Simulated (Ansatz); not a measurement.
Consider the ligand exchange at the Si–N bond: `[SiH]N([SiH3])[SiH3]` + HCl → `[SiH]Cl` + `[SiH3]N[SiH3]`.

Program: Ansatz. Geometries: PBE0-D4/def2-TZVP. ΔE: electronic, gas phase. CBS: def2 TZ/QZ extrapolation, frozen cores. Functionals use def2-TZVPP.

**Question.** Is it downhill or uphill in electronic energy at CCSD(T)/CBS, and by how much? (Estimate.)

**Answer.** Ansatz gave: Downhill: ΔE = -2.7 kcal/mol.

**Question.** What do these levels give: PBE-D4, revPBE-D4, r2SCANh, BHLYP, SCS-MP2/def2-TZVPP, MP2/def2-QZVPP, CCSD/def2-QZVPP, CCSD/CBS(def2), HF/cc-pV(D+d)Z, CCSD/cc-pV(D+d)Z, MP2/cc-pV(Q+d)Z, MP2/CBS(cc)? (Best estimate.)

**Answer.** Computed: PBE-D4 -3.1, revPBE-D4 -2.2, r2SCANh -4.1, BHLYP -6.4, SCS-MP2/def2-TZVPP -2.0, MP2/def2-QZVPP -1.7, CCSD/def2-QZVPP -3.2, CCSD/CBS(def2) -3.7, HF/cc-pV(D+d)Z -6.7, CCSD/cc-pV(D+d)Z -1.6, MP2/cc-pV(Q+d)Z -1.6, MP2/CBS(cc) -2.0 kcal/mol.

Largest T1 diagnostic among the species: 0.014.

The D4 term adds +3.2 kcal/mol with B3LYP and +1.7 kcal/mol with PBE0; it sums over pairs of atoms, weighted by their polarisabilities, and B3LYP, whose exchange is more repulsive, gets the larger term. At CCSD(T), def2-SVP lies +2.2 kcal/mol from the extrapolated value and def2-TZVPP +1.2 kcal/mol.

B3LYP here is the variant with VWN-RPA as its local correlation; programs differ in this.
